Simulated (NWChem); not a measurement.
MgGeNH₅; SMILES [NH2][Mg][GeH3]

```xyz
8

Mg     0.0000    -1.3190    -0.0009
N      0.0000    -3.2227    -0.0010
H      0.8226    -3.8343     0.0073
H     -0.8218    -3.8354     0.0071
Ge     0.0001     1.2620    -0.0003
H     -1.3674     1.8857     0.4220
H      1.0431     1.8867     0.9788
H      0.3200     1.9005    -1.3877
```
Atoms are numbered in this order, from 1.

Computed with NWChem. Structure relaxed at the PBE-D3(BJ)/def2-SVP level. Total energies compare along this basis series because the functional is fixed.

| level | basis functions | energy (Ha) | highest occupied level (eV) | orbital gap (eV) | dipole (D) |
|---|---|---|---|---|---|
| Hartree-Fock/def2-SVP | 89 | -2331.9710 | -9.37 | 10.57 | 1.78 |
| Hartree-Fock/def2-SVPD | 119 | -2331.9802 | -9.40 | 10.35 | 1.43 |
| Hartree-Fock/def2-TZVP | 141 | -2332.3734 | -9.37 | 10.59 | ? |
| Hartree-Fock/def2-TZVPP | 181 | -2332.3758 | -9.37 | 10.58 | 1.51 |

Complete the blanks.


- Hartree-Fock/def2-TZVP, dipole (D): 1.55
